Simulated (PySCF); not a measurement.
**[Hg2H5]− at several levels of theory**

Computed with PySCF 2.14.0 (density fitting, no spin-orbit coupling) at the geometry relaxed with B3LYP:

```xyz
7
[Hg2H5]− (singlet)
Hg   -0.7914   -0.5003    1.8125
Hg    0.7754    0.4984   -1.8222
H     2.4482    0.2456   -1.6606
H     0.1366    0.0203    0.0647
H    -1.1751   -2.1253    1.4895
H    -0.6929    0.9605    2.6778
H    -0.7008    0.9007   -2.5618
```

```json
{"level": "B3LYP", "basis": "Hg def2-SVP with ECP60, H def2-SVP", "state": "singlet", "HOMO (eV)": "-1.11", "gap (eV)": "4.49", "charge on Hg1 (e)": "-0.01", "dipole about the centre of mass (D)": "0.06", "largest force component (eV/Å)": "0.01"}
{"level": "B3LYP", "basis": "Hg def2-TZVP with ECP60, H def2-TZVP", "state": "singlet", "HOMO (eV)": "-1.24", "gap (eV)": "4.11", "charge on Hg1 (e)": "0.04", "dipole about the centre of mass (D)": "0.06", "largest force component (eV/Å)": "0.10"}
{"level": "B3LYP", "basis": "Hg x2c-SVPall, H x2c-SVPall", "state": "singlet", "HOMO (eV)": "-1.18", "gap (eV)": "4.14", "charge on Hg1 (e)": "-0.45", "dipole about the centre of mass (D)": "0.07", "largest force component (eV/Å)": "0.15"}
```

Charges are Mulliken's, which hang on the basis. The relaxation used the grid (50, 194), these runs (75, 302) or, all-electron (x2c bases, spin-free X2C Hamiltonian), (99, 590).

Problem. Order these levels, in the first row's basis, by the HOMO–LUMO gap they give here, smallest first.
A. HF
B. CAM-B3LYP
C. r2SCAN
D. wB97X

Solution. C (3.79 eV), B (6.87 eV), D (8.64 eV), A (9.71 eV).

Problem. And their other results?

Solution. 
| level | state | HOMO (eV) | gap (eV) | charge on Hg1 (e) | dipole about the centre of mass (D) | largest force component (eV/Å) |
| --- | --- | --- | --- | --- | --- | --- |
| wB97X | singlet | -3.41 | 8.64 | 0.03 | 0.07 | 0.13 |
| r2SCAN | singlet | -0.53 | 3.79 | 0.02 | 0.06 | 0.15 |
| HF | singlet | -3.60 | 9.71 | 0.25 | 0.09 | 0.19 |
| CAM-B3LYP | singlet | -2.45 | 6.87 | 0.01 | 0.07 | 0.14 |

In the first row's basis the gap widens with exact exchange: 3.8 eV for r2SCAN (none); 4.5 eV for B3LYP (a fixed share); 6.9 to 9.7 eV for CAM-B3LYP, wB97X, Hartree–Fock (rising or full at long range).

A frequency check found unstable modes (1, the lowest at -41 cm⁻¹), so the relaxed geometry is probably a saddle point.
